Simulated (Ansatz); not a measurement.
Gas-phase electronic energies from Ansatz, PBE0-D4/def2-TZVP geometries. CCSD(T)/CBS adds triple-zeta CCSD(T) − MP2 to the extrapolated MP2 energy (def2 sets, frozen cores). Functionals use def2-TZVPP. For Ge outer-core shells are correlated without core-valence functions, which leaves a few kJ/mol of doubt a bond. Scalar relativity is left out up to krypton. Each species was taken in one conformer, which may not be the lowest.

Consider the redistribution: `C[SiH2][NH][AlH2]` + `OB(O)[O][GeH3]` → `[AlH2][NH][SiH2][GeH3]` + `COB(O)O`.

`C[SiH2][NH][AlH2]`:

Cartesian coordinates in Å:
```
C 1.766 1.002 -0.055
Si 0.072 0.634 0.641
N -0.501 -0.943 0.219
Al -1.926 -1.408 -0.742
H 2.091 2.005 0.236
H 2.507 0.290 0.318
H 1.761 0.947 -1.146
H 0.135 0.796 2.124
H -0.925 1.599 0.104
H 0.052 -1.706 0.591
H -2.203 -2.955 -0.940
H -2.828 -0.261 -1.351
```

`OB(O)[O][GeH3]`:

Cartesian coordinates in Å:
```
O 1.617 0.090 -0.160
B 0.509 -0.315 -0.858
O 0.669 -0.833 -2.116
O -0.723 -0.198 -0.299
Ge -1.008 0.471 1.340
H 2.429 -0.040 -0.653
H -0.172 -1.081 -2.506
H -0.281 -0.407 2.368
H -0.511 1.922 1.378
H -2.530 0.391 1.508
```

`[AlH2][NH][SiH2][GeH3]`:

Cartesian coordinates in Å:
```
Al -2.405 0.029 1.118
N -1.133 0.492 -0.044
Si 0.557 0.737 0.228
Ge 1.893 -0.783 -1.033
H -3.874 -0.146 0.557
H -1.985 -0.177 2.627
H -1.426 0.612 -1.006
H 0.803 0.527 1.679
H 0.986 2.124 -0.121
H 1.574 -0.662 -2.536
H 1.613 -2.239 -0.617
H 3.398 -0.514 -0.852
```

`COB(O)O`:

Cartesian coordinates in Å:
```
C 1.527 0.179 0.109
O 0.232 0.649 0.428
B -0.867 -0.023 -0.010
O -2.115 0.443 0.305
O -0.735 -1.156 -0.760
H 1.691 -0.826 0.507
H 1.683 0.154 -0.972
H 2.245 0.864 0.559
H -2.074 1.243 0.834
H -1.587 -1.527 -1.000
```

```csv
level,ΔE (kJ/mol),difference from CCSD(T)/CBS
r2SCAN-D4,110.7,-3.8
PBE,95.9,-18.6
r2SCAN,110.7,-3.8
MP2/def2-TZVPP,126.9,12.4
SCS-MP2/def2-TZVPP,125.6,11.1
CCSD/def2-TZVPP,117.5,3.0
CCSD(T)/def2-TZVPP,117.0,2.5
SCS-MP2/def2-QZVPP,125.3,10.8
HF/CBS(def2),125.5,11.0
MP2/CBS(def2),124.5,10.0
CCSD(T)/CBS,114.5,0
```

Largest T1 diagnostic among the species: 0.012.

From PBE to PBE0 (25 % exact exchange), in def2-TZVPP and without D4, ΔE moves by +5.7 kJ/mol.
